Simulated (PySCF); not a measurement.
BFH, SMILES F[BH] (connectivity only; charge and spin as stated), charge +1, multiplicity 1.

Geometry: PBE0-D3(BJ)/def2-TZVPD. The multiplicity is an assumed one; other spin states were not compared. The isomer is the one that the SMILES or the coordinates give; other isomers of the formula were not compared.

All values below come from PBE0-D3(BJ)/def2-TZVPD run with PySCF 2.14.0.

Frequencies are harmonic and unscaled.

Modes within 1.5 cm⁻¹ of each other (mostly degenerate sets) share a row, with their intensities summed.

Computed normal modes with their intensities:
| mode | ν (cm⁻¹) | IR (km/mol) | moving atoms (share of kinetic energy) |
|---|---|---|---|
| 1–2 | 737 | 74.4 | H 71 %, B 26 % |
| 3 | 1653 | 204.5 | B 49 %, F 38 %, H 13 % |
| 4 | 2841 | 22.4 | H 84 %, B 16 % |
